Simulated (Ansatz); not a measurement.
Several settings on one geometry of Li₄Al₂ (the lowest singlet isomer of a short search) (that of the charge 0 singlet, r2SCAN-D4/def2-TZVP). Ansatz on 4 threads of Intel Xeon 6975P-C on a shared host; times are rough.

```xyz
6

Al    0.568   -0.532   -0.236
Al   -1.819   -0.024   -0.697
Li    0.175    1.702   -1.491
Li   -1.428   -2.024    0.933
Li   -0.706    1.066    1.543
Li    3.211   -0.188   -0.052
```

Totals from different functionals, basis sets or treatments of relativity can't be compared as stabilities.

The 6-31G sets use Cartesian d functions.

Scalar relativity in a set contracted without it gives distorted totals.

The spins typed aren't always the lowest for that charge.

**Question.** Give the basis size and estimate the energy, ⟨S²⟩, dipole and time of these runs.

| run | method | charge | state | further keys |
| --- | --- | --- | --- | --- |
| 1 | RKS revPBE-D3(BJ)-ATM/6-31++G** | 0 | singlet | final_grid: {core_spheres: 5, valence_spheres: 4, degree: 11}; scf: {omitted_lower_state_checks: [starts]}; forces asked |
| 2 | RKS B97M-V/def2-mTZVPP | 0 | singlet | scf: {omitted_lower_state_checks: [starts]} |
| 3 | RKS rPW86-PBE-D3(BJ)/6-31++G** | 0 | singlet | pseudopotentials: {relativity: scalar}; scf: {omitted_lower_state_checks: [starts]}; forces asked |
| 4 | ROKS LDA (SPW92)/def2-SVPD | 0 | triplet | scf: {omitted_lower_state_checks: [starts]}; forces asked |

**Answer.** 
| run | functions | energy (Eh) | ⟨S²⟩ | dipole (D) | wall time |
| --- | --- | --- | --- | --- | --- |
| 1 | 122 | -514.8209 | – | 4.41 | 0.55 s |
| 2 | 88 | -514.9251 | – | – | 1.6 s |
| 3 | 122 | -516.3665 | – | 4.20 | 2.7 s |
| 4 | 96 | -512.1063 | – | 4.48 | 0.75 s |

The restricted singlet is unstable towards broken spin symmetry in Hartree–Fock (as tested in another run); at RKS revPBE-D3(BJ)-ATM/6-31++G**, RKS B97M-V/def2-mTZVPP, RKS rPW86-PBE-D3(BJ)/6-31++G** this wasn't settled.
